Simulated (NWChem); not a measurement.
All runs are NWChem calculations. System: AgCl, charge 0, spin multiplicity 1, at a geometry optimised with PBE/def2-SVP with def2 effective core potentials on Ag. The structure started from a generated list of species. Level: MP2/def2-TZVP with def2 effective core potentials on Ag, 9 core orbitals frozen.

Input file:

```
start mol
memory heap 200 mb stack 900 mb global 1100 mb
geometry units angstroms nocenter noautoz
  Ag     0.000000     0.000000    -0.611161
  Cl     0.000000     0.000000     1.689679
  symmetry group C2v
end
basis spherical
  * library def2-tzvp
end
ecp
  Ag library def2-ecp
end
scf
  rhf
  nopen 0
  maxiter 100
  thresh 1e-7
  semidirect memsize 60000000 filesize 0
end
mp2
  freeze core 9
end
task mp2 energy
```

Output (cleaned and shortened):

```
             Northwest Computational Chemistry Package (NWChem) 7.3.0
             --------------------------------------------------------

                                NWChem Input Module
                                -------------------

 Scaling coordinates for geometry "geometry" by  1.889725989
 (inverse scale =  0.529177249)

 Turning off AUTOSYM since
 SYMMETRY directive was detected!

                             Geometry "geometry" -> ""
                             -------------------------

 Output coordinates in angstroms (scale by  1.889725989 to convert to a.u.)

  No.       Tag          Charge          X              Y              Z
 ---- ---------------- ---------- -------------- -------------- --------------
    1 Ag                  47.0000     0.00000000     0.00000000    -0.61116100
    2 Cl                  17.0000     0.00000000     0.00000000     1.68967900

 Effective nuclear repulsion energy (a.u.)     183.7644607842

            Nuclear Dipole moment (a.u.)
            ----------------------------
        X                 Y               Z
 ---------------- ---------------- ----------------
     0.0000000000     0.0000000000    -0.0000453534

      Symmetry information
      --------------------

 Group name             C2v
 Group number             16
 Group order               4
 No. of unique centers     2

      Symmetry unique atoms

     1    2


 Summary of "ao basis" -> "" (spherical)
 ------------------------------------------------------------------------------
       Tag                 Description            Shells   Functions and Types
 ---------------- ------------------------------  ------  ---------------------
 *                         def2-tzvp                  on all atoms

 Summary of "ao basis" -> "ao basis" (spherical)
 ------------------------------------------------------------------------------
       Tag                 Description            Shells   Functions and Types
 ---------------- ------------------------------  ------  ---------------------
 Ag                        def2-tzvp                14       40   6s4p3d1f
[...]
     1   1 0 0     -0.000000      0.000000      0.000000
     1   0 1 0     -0.000000      0.000000      0.000000
     1   0 0 1     -2.823416      0.000000     32.337906

     2   2 0 0    -23.024004      0.000000      0.000000
     2   1 1 0      0.000000      0.000000      0.000000
     2   1 0 1     -0.000000      0.000000      0.000000
     2   0 2 0    -23.024004      0.000000      0.000000
     2   0 1 1     -0.000000      0.000000      0.000000
     2   0 0 2    -25.794474      0.000000    198.665788

                   NWChem MP2 Semi-direct Energy/Gradient Module
                   ---------------------------------------------

  Basis functions       =     77
  Molecular orbitals    =     77
  Frozen core           =      9
  Frozen virtuals       =      0
  Active alpha occupied =      9
  Active beta occupied  =      9
  Active alpha virtual  =     59
  Active beta virtual   =     59
  Use MO symmetry       = T
  Use skeleton AO sym   = T

  AO/Fock/Back tols     =   1.0D-09  1.0D-09  1.0D-09

 GA uses MA = F    GA memory limited = T

 Available:
  local mem=  1.26D+08
 global mem=  1.44D+08
 local disk=  0.00D+00
  mp2_memr nvloc                    59
  nvloc new                    59
   1 passes of   9:        4194304                      38634                   5395725.
   1 passes of   9: M    126139821           G      144167342           F     121945517.

 Semi-direct pass number   1 of   1  for RHF alpha+beta  at        0.7s
  vrange nnbf                  2983
  mp2_eaftype                    20  avail_ma_in_mb                  1099
 EAF : mp2_eaftype filesize          20    2697863.
  mp2_eaf for mointskh                     20
Node 0 wrote     12.7 Mb in      0.0 s     Agg I/O rate:  4946.6 Mb/s
 Done moints_semi at        1.8s
  mp2_eaftype                    20  avail_ma_in_mb                  1079
 EAF : mp2_eaftype filesize          20    2697863.
  mp2_eaf for kh                    20
 Done maket at        1.8s
 Done multipass loop at        1.8s

          -------------------------------------------
          SCF energy                -605.671706355105
          Correlation energy          -0.482421590134
          Singlet pairs               -0.247080308115
          Triplet pairs               -0.235341282019
          Total MP2 energy          -606.154127945239
          -------------------------------------------

          ---------------------------------------------------
                    Spin Component Scaled (SCS) MP2
          Same spin pairs                     -0.156894188013
          Same spin scaling factor             0.333333333333
          Opposite spin pairs                 -0.325527402122
          Opposite spin scaling fact.          1.200000000000
          SCS-MP2 correlation energy          -0.442930945217
          Total SCS-MP2 energy              -606.114637300322
          ---------------------------------------------------

 -----------------------
 Performance information
 -----------------------

 Timer overhead =  1.36D-07 seconds/call

               Nr. of calls         CPU time (s)                 Wall time (s)                GFlops
             ---------------    -------------------     ------------------------------   -------------------
Name         Min   Avg   Max    Min     Avg     Max     Min     Avg     Max   Mx/calls   Min     Max     Sum
mp2: moin     1     1     1    1.1     1.1     1.1      1.1     1.1     1.1     1.1      0.0     0.0     0.0
mp2: make     1     1     1   4.38E-2 4.38E-2 4.38E-2  4.38E-2 4.38E-2 4.38E-2 4.38E-2   0.0     0.0     0.0
mp2: tota     1     1     1    1.2     1.2     1.2      1.2     1.2     1.2     1.2      0.0     0.0     0.0

 The average no. of pstat calls per process was 3.00D+00
 with a timing overhead of 4.09D-07s

 Task  times  cpu:        1.8s     wall:        1.8s

 Total times  cpu:        1.8s     wall:        1.8s
```
